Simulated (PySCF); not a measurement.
PySCF job for Sb(Cl)5 anion (Cl5Sb), SMILES [Cl][Sb]([Cl])([Cl])([Cl])[Cl] (connectivity only; charge and spin as stated), charge -1, multiplicity 2, C-PCM-B3LYP/def2-SVPD. Geometry: B3LYP-D3(BJ)/def2-SVPD. The spin state was assumed, not searched. The isomer is the one that the SMILES or the coordinates give; other isomers of the formula were not compared. The def2 effective core potentials stand for the cores of Sb; spin–orbit coupling is left out.

```python
import numpy as np
from pyscf import gto, scf, dft
from pyscf.solvent import pcm

mol = gto.M(
    atom='''
    Sb   -0.00000000    0.00000000   -0.14712793
    Cl   -1.77944631   -1.77944631   -0.45781203
    Cl   -1.77944631    1.77944631   -0.45781203
    Cl    1.77944631   -1.77944631   -0.45781203
    Cl    1.77944631    1.77944631   -0.45781203
    Cl    0.00000000    0.00000000    2.27263194
    ''',
    basis='def2-SVPD',
    ecp={'Sb': 'def2-svp'},
    charge=-1,
    spin=1,
    max_memory=1600,
    verbose=3,
)
mf = dft.UKS(mol, xc='b3lyp').density_fit(auxbasis='def2-universal-jkfit')
mf.grids.level = 3
mf.conv_tol = 1e-9
mf.max_cycle = 100
mf.kernel()
fine, coarse = mf.grids, dft.Grids(mol).set(level=1).build(with_non0tab=True)
for _ in range(3):  # follow internal instabilities
    mf.grids = coarse
    mo, _, stable, _ = mf.stability(return_status=True, nroots=4)
    mf.grids = fine
    if stable:
        break
    mf.kernel(mf.make_rdm1(mo, mf.mo_occ))
res = {}
for name, eps in {'water': 78.355, 'n-hexane': 1.8819, 'methanol': 32.613}.items():
    s = mf.PCM()
    s.with_solvent.method, s.with_solvent.eps, s.with_solvent.lebedev_order = 'C-PCM', eps, 17
    s.kernel(mf.make_rdm1())
    res[name] = (s.e_tot, eps, s.dip_moment(), s.mo_energy, s.converged)
    print(f'{name}: electrostatic solvation free energy {(s.e_tot - mf.e_tot) * 627.509474:.3f} kcal/mol')
```

It prints:

```

WARN: HOMO -0.650739527136551 >= LUMO -0.65073952713656

converged SCF energy = -2540.9682643192  <S^2> = 0.75428441  2S+1 = 2.0042798
<class 'pyscf.df.df_jk.DFUKS'> wavefunction is stable in the internal stability analysis

WARN: PCM is an experimental feature. It is still in testing.
Features and APIs may be changed in the future.

converged SCF energy = -2541.03748202338  <S^2> = 0.75419215  2S+1 = 2.0041878

WARN: System has nonzero charge -1; the dipole moment is origin-dependent.
Location of origin: [0. 0. 0.]

Dipole moment(X, Y, Z, Debye): -0.00000, -0.00000, -0.24978
water: electrostatic solvation free energy -43.435 kcal/mol

WARN: PCM is an experimental feature. It is still in testing.
Features and APIs may be changed in the future.

converged SCF energy = -2541.00094736383  <S^2> = 0.75424262  2S+1 = 2.0042381

WARN: System has nonzero charge -1; the dipole moment is origin-dependent.
Location of origin: [0. 0. 0.]

Dipole moment(X, Y, Z, Debye): -0.00000,  0.00000, -0.13693
n-hexane: electrostatic solvation free energy -20.509 kcal/mol

WARN: PCM is an experimental feature. It is still in testing.
Features and APIs may be changed in the future.

converged SCF energy = -2541.03621397534  <S^2> = 0.75419396  2S+1 = 2.0041896

WARN: System has nonzero charge -1; the dipole moment is origin-dependent.
Location of origin: [0. 0. 0.]

Dipole moment(X, Y, Z, Debye):  0.00000,  0.00000, -0.24448
methanol: electrostatic solvation free energy -42.639 kcal/mol
```

Self-consistency was reached.
